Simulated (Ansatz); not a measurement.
Ansatz (a program for electronic structure) input (CCSD(T)/cc-pVDZ):

Ansatz 0.2 input:
```yaml
crystal:
  periodic: [false, false, false]
  atoms:
    - {symbol: H, position_ang: [0.00000000, 0.00000000, 0.00000000]}
basis:
  gaussian:
    orbitals: cc-pVDZ
magnetization: {spin_polarized: true, initial_magnetization: 1}
correlation: {method: ccsd_t, electrons: outside_noble_gas}
scf: {lower_state_search: full}
```

Output:

```
Functional definition: HF
integrals: 0.00 GiB planned
15 factors; integrals over basis functions are off by at most 5.2e-7 eV
mean field: 0.04 GiB planned
mean field evaluation 1: about -13.5522 eV, gradient 1.6e0 eV
mean field evaluation 2: about -13.5522 eV, gradient 1.6e0 eV
mean field evaluation 4: about -13.5861 eV, gradient 1.4e-4 eV
mean field evaluation 8: about -13.5522 eV, gradient 1.6e0 eV
mean field evaluation 16: about -13.5861 eV, gradient 1.4e-4 eV
mean field -13.58605748 eV, -0.4992784034 hartree, gradient 3.7e-7 eV, S^2 0.750000; 2 other end points of the search recorded, 0 dependent functions left out
reference -13.58605748 eV, -0.4992784034 hartree; 1, 0 occupied and 4, 5 virtual orbitals, 15 factors
second order 0.00000000 eV of doubles, -0.00000000 eV of singles
coupled cluster: 0.04 GiB planned
cycle   1  -0.00000000 eV  change  -4.3e-16 eV  update   2.3e-9
perturbative correction 0.00000000 eV, 0.0000000000 hartree
Total energy: -13.58605748 eV, -0.4992784034 hartree
```
